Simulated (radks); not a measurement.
Effect of the nuclear size on the thulium ion Tm7+, [Kr] 4d10 4f11 5s2 5p3. All-electron calculation, Dirac Kohn-Sham, relativistic LDA (MacDonald-Vosko exchange, VWN5 correlation), spin-unpolarised, spherical densities, finite nucleus; open shells are shared between the two j in proportion to 2j + 1; Fermi nuclear charge, rms radius 5.2256 fm. Program: a radial shooting solver on a logarithmic mesh with Libxc functionals. The rms radius is varied about that value; shifts are against it.

rms radius (fm),total energy shift (eV),density at nucleus (e/bohr^3),1s1/2 shift (meV),2s1/2 shift (meV),4p1/2 shift (meV),5s1/2 shift (meV),5p1/2 shift (meV),4f7/2 shift (meV),6s1/2 (empty) shift (meV)
4.6508,-7.18,9.699e+05,-2920,-393,0.293,-3.82,0.184,0.606,-1.12
4.7657,-5.80,9.628e+05,-2360,-317,0.236,-3.08,0.148,0.489,-0.905
5.2256,0,9.367e+05,0.000,0.000,0.000,0.000,0.000,0.000,0.000
5.5966,4.95,9.178e+05,2010,271,-0.201,2.63,-0.126,-0.417,0.772
5.7534,7.11,9.102e+05,2890,389,-0.288,3.78,-0.181,-0.600,1.11

Slopes of the eigenvalues against <r^2> in GHz/fm^2, as finite differences over the two radii next to the reference (eigenvalue slopes, not the field-shift constants of lines): 1s1/2 123000, 2s1/2 16500, 4p1/2 -12.3, 5s1/2 160, 5p1/2 -7.70, 4f7/2 -25.4, 6s1/2 (empty) 47.1.
